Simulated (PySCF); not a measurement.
C5H14OSi2, SMILES C[SiH2]/C=C/[Si](O)(C)C, singlet, GFN2-xTB optimised geometry.

```
22

Si    -2.32    -0.39     0.00
C     -2.95     1.40     0.00
C     -0.43    -0.39     0.00
C      0.32     0.23    -0.91
Si     2.21     0.25    -0.92
C      2.94    -1.50    -1.04
C      2.90     1.10     0.65
O      2.54     1.13    -2.26
H     -2.80    -1.08     1.20
H     -2.82    -1.08    -1.19
H     -2.56     1.95    -0.85
H     -2.64     1.93     0.90
H     -4.03     1.44    -0.05
H      0.07    -0.93     0.80
H     -0.17     0.76    -1.71
H      4.03    -1.49    -1.01
H      2.65    -1.98    -1.97
H      2.60    -2.13    -0.23
H      3.99     1.09     0.67
H      2.58     2.13     0.71
H      2.55     0.60     1.55
H      3.44     1.31    -2.53
```

Density from PBE0/def2-SVP (PySCF 2.14.0) at that geometry.

Minimum of the electron density along straight lines between bonded atoms, close to the bond critical point (lines longer than 1.1 times the sum of covalent radii, or with two minima, are not listed):

| bond | length / Å | ρ at the minimum / e bohr⁻³ | ∇²ρ there / e bohr⁻⁵ | position (fraction from the first atom) |
|---|---|---|---|---|
| Si1–C2 | 1.900 | 0.111 | 0.31 | 0.38 |
| Si1–C3 | 1.886 | 0.113 | 0.33 | 0.38 |
| C3–C4 | 1.332 | 0.336 | -0.87 | 0.50 |
| C4–Si5 | 1.885 | 0.114 | 0.34 | 0.62 |
| Si5–C6 | 1.907 | 0.111 | 0.31 | 0.38 |
| Si5–C7 | 1.908 | 0.110 | 0.31 | 0.38 |
| Si5–O8 | 1.640 | 0.125 | 1.03 | 0.41 |
| Si1–H9 | 1.471 | 0.116 | 0.32 | 0.49 |
| Si1–H10 | 1.471 | 0.116 | 0.32 | 0.49 |
| C2–H11 | 1.086 | 0.272 | -0.97 | 0.62 |
| C2–H12 | 1.087 | 0.272 | -0.97 | 0.63 |
| C2–H13 | 1.086 | 0.272 | -0.97 | 0.62 |
| C3–H14 | 1.084 | 0.277 | -1.02 | 0.62 |
| C4–H15 | 1.083 | 0.278 | -1.03 | 0.63 |
| C6–H16 | 1.087 | 0.270 | -0.95 | 0.62 |
| C6–H17 | 1.086 | 0.272 | -0.97 | 0.62 |
| C6–H18 | 1.085 | 0.271 | -0.97 | 0.62 |
| C7–H19 | 1.087 | 0.270 | -0.95 | 0.62 |
| C7–H20 | 1.086 | 0.271 | -0.97 | 0.62 |
| C7–H21 | 1.085 | 0.271 | -0.96 | 0.62 |
| O8–H22 | 0.953 | 0.357 | -2.42 | 0.82 |
